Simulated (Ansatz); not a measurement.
**Question.** Name a neutral molecule of Al, C, F, O and H with HOMO energy (PBE/def2-TZVPP) between -6.35 and -6.05 eV and size of the dipole moment (ωB97M-V/def2-TZVPP) between 0.45 and 0.75 D (Ansatz, PBE0-D4/def2-TZVP geometry).

**Answer.** `C=[C](O)[Al]([F])[F]` (-6.07 eV, 0.59 D); `C[O][AlH][CH2]F` (-6.15 eV, 0.70 D). Other molecules can fit too; these were computed, each in one conformer that needn't be the lowest.
